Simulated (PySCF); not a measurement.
SMILES C=CCN([SiH3])/N=C/C, C₅H₁₂N₂Si

Molfile (atoms numbered from 1):
```
C5H12N2Si
     RDKit          3D

 20 19  0  0  0  0  0  0  0  0999 V2000
   -3.1747   -1.1582   -0.1614 C   0  0  0  0  0  0  0  0  0  0  0  0
   -1.9056   -1.1257    0.1974 C   0  0  0  0  0  0  0  0  0  0  0  0
   -1.2658   -0.0007    0.9517 C   0  0  0  0  0  0  0  0  0  0  0  0
   -0.1295    0.5444    0.2234 N   0  0  0  0  0  0  0  0  0  0  0  0
   -0.3524    1.6510   -1.1025 Si  0  0  0  0  0  4  0  0  0  0  0  0
    1.0177   -0.0621    0.5837 N   0  0  0  0  0  0  0  0  0  0  0  0
    2.1089    0.1178   -0.0267 C   0  0  0  0  0  0  0  0  0  0  0  0
    3.3462   -0.5561    0.4564 C   0  0  0  0  0  0  0  0  0  0  0  0
   -3.5928   -1.9838   -0.7124 H   0  0  0  0  0  0  0  0  0  0  0  0
   -3.8551   -0.3627    0.0959 H   0  0  0  0  0  0  0  0  0  0  0  0
   -1.2314   -1.9285   -0.0696 H   0  0  0  0  0  0  0  0  0  0  0  0
   -1.9905    0.7936    1.1394 H   0  0  0  0  0  0  0  0  0  0  0  0
   -0.8830   -0.3712    1.9080 H   0  0  0  0  0  0  0  0  0  0  0  0
    0.5772    2.7686   -0.9217 H   0  0  0  0  0  0  0  0  0  0  0  0
   -1.7361    2.0893   -0.9774 H   0  0  0  0  0  0  0  0  0  0  0  0
   -0.1254    1.0036   -2.3991 H   0  0  0  0  0  0  0  0  0  0  0  0
    2.2055    0.7595   -0.9084 H   0  0  0  0  0  0  0  0  0  0  0  0
    4.0983    0.1851    0.7266 H   0  0  0  0  0  0  0  0  0  0  0  0
    3.7646   -1.1842   -0.3298 H   0  0  0  0  0  0  0  0  0  0  0  0
    3.1186   -1.1691    1.3235 H   0  0  0  0  0  0  0  0  0  0  0  0
  1  2  2  0
  2  3  1  0
  3  4  1  0
  4  5  1  0
  4  6  1  0
  6  7  2  0
  7  8  1  0
  1  9  1  0
  1 10  1  0
  2 11  1  0
  3 12  1  0
  3 13  1  0
  5 14  1  0
  5 15  1  0
  5 16  1  0
  7 17  1  0
  8 18  1  0
  8 19  1  0
  8 20  1  0
M  END
```

Method used: GIAO CAM-B3LYP/pcSseg-1 magnetisability, rotational g tensor and spin-rotation constants, non-relativistic, gas phase (PySCF). Geometry: GFN2-xTB.

(1) Give the nuclear spin-rotation constants along the inertial axes (H = +C I·J) beside the isotropic shieldings.

(2) How do the rotational constants and the g tensor change when H9, H10, H11, H12, H13, H14, H15, H16, H17, H18, H19, H20 are replaced by deuterium?

## Answers

(1) Rotational constants 2.4956, 0.9933, 0.7788 GHz. A star marks the isotopologue with that one atom substituted, in its own axes.
| atom | isotope | Caa (kHz) | Cbb (kHz) | Ccc (kHz) | mean (kHz) | σ (ppm) |
| --- | --- | --- | --- | --- | --- | --- |
| N4 | 14N | 0.165 | 0.093 | 0.059 | 0.106 | 146.8 |
| N6 | 14N | 0.747 | 0.205 | 0.079 | 0.344 | -133.5 |
| H9 | 1H | -0.157 | -0.085 | 0.014 | -0.076 | 26.6 |
| H10 | 1H | -0.102 | -0.060 | -0.022 | -0.061 | 26.5 |
| H11 | 1H | -0.130 | -0.045 | -0.010 | -0.062 | 25.5 |
| H12 | 1H | -0.142 | -0.058 | -0.034 | -0.078 | 28.2 |
| H13 | 1H | -0.201 | -0.009 | -0.043 | -0.084 | 27.5 |
| H14 | 1H | -0.046 | -0.046 | -0.056 | -0.049 | 27.2 |
| H15 | 1H | 0.063 | -0.081 | -0.068 | -0.029 | 27.5 |
| H16 | 1H | -0.220 | -0.092 | 0.033 | -0.093 | 27.3 |
| H17 | 1H | -0.186 | 0.055 | -0.067 | -0.066 | 25.0 |
| H18 | 1H | -0.044 | -0.088 | -0.062 | -0.065 | 29.8 |
| H19 | 1H | -0.233 | -0.106 | 0.011 | -0.110 | 29.8 |
| H20 | 1H | -0.249 | 0.011 | -0.073 | -0.104 | 29.6 |
| C1 | 13C* | 0.712 | 0.235 | 0.297 | 0.415 | 62.6 |
| C2 | 13C* | 0.847 | 0.270 | 0.334 | 0.483 | 34.2 |
| C3 | 13C* | 0.494 | 0.217 | 0.186 | 0.299 | 118.0 |
| Si5 | 29Si* | -1.458 | -0.514 | -0.444 | -0.805 | 410.3 |
| C7 | 13C* | 0.862 | 0.394 | 0.172 | 0.476 | 50.9 |
| C8 | 13C* | 0.374 | 0.140 | 0.127 | 0.214 | 161.6 |

For the geometry as given, no vibrational averaging.

(2) Constants 2.0708, 0.8357, 0.6636 GHz; g -0.0304, -0.0088, -0.0069, against -0.0365, -0.0105, -0.0081 before.
